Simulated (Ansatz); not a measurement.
`FB(F)[CH2][SbH2]` + HI → `FB(F)I` + `[CH3][SbH2]` at 400 K and 1 bar (ligand exchange at a B–C bond).

Computed with Ansatz on PBE0-D4/def2-TZVP structures; ΔE is electronic, products minus reactants. CCSD(T)/CBS adds triple-zeta CCSD(T) − MP2 to the extrapolated MP2 energy (def2 sets, frozen cores). Elements past krypton have def2 core potentials. For I, Sb outer-core shells are correlated without core-valence functions, which leaves a few kJ/mol of doubt a bond. One conformer a species, not always the lowest.

| species | CCSD(T)/CBS energy (Eh) | H − E (kJ/mol) | S (J/(mol·K)) |
| --- | --- | --- | --- |
| `FB(F)[CH2][SbH2]` | -504.97662 | 164.7 | 393.8 |
| HI | -298.03592 | 25.7 | 215.0 |
| `FB(F)I` | -521.96394 | 45.5 | 314.0 |
| `[CH3][SbH2]` | -281.05548 | 151.3 | 304.9 |

H − E and S are ideal-gas, rigid-rotor, harmonic terms from PBE0-D4/def2-TZVP, for one conformer and one mirror image of each species. 1 Eh = 2625.50 kJ/mol, R = 8.31446 J/(mol·K).

By hand: ΔE, ΔH, ΔS and ΔG.

ΔE = (-521.96394) + (-281.05548) − (-504.97662) − (-298.03592) = -0.00688 Eh = -18.1 kJ/mol. Δ(H − E) = 45.5 + 151.3 − 164.7 − 25.7 = 6.4, so ΔH = -11.7 kJ/mol. ΔS = 314.0 + 304.9 − 393.8 − 215.0 = 10.1 J/(mol·K). ΔG = -11.7 − 400 × (10.1)/1000 = -15.7 kJ/mol.

By hand: the equilibrium constant, and the temperature at which ΔG would vanish if ΔH and ΔS stayed fixed.

log₁₀ K = −ΔG/(RT ln 10) = 2.1. ΔH and −TΔS have one sign here, so there is no such temperature.

TΔS isn't small against ΔH here. A doubt of 5 kJ/mol in ΔE shifts log₁₀ K by 0.7 here. Other conformers and mirror images would add mixing entropy, several J/(mol·K) or more a flexible species. Modes under 60 cm⁻¹, often nearly free rotors, make the harmonic entropy too high. These are equilibria of isolated gas molecules and say nothing of rates. Largest T1 diagnostic: 0.013 (customary marks: 0.02 for closed shells, 0.045 for open ones).

ΔS is within the doubt of such terms, so its sign, and with it that verdict, could turn.
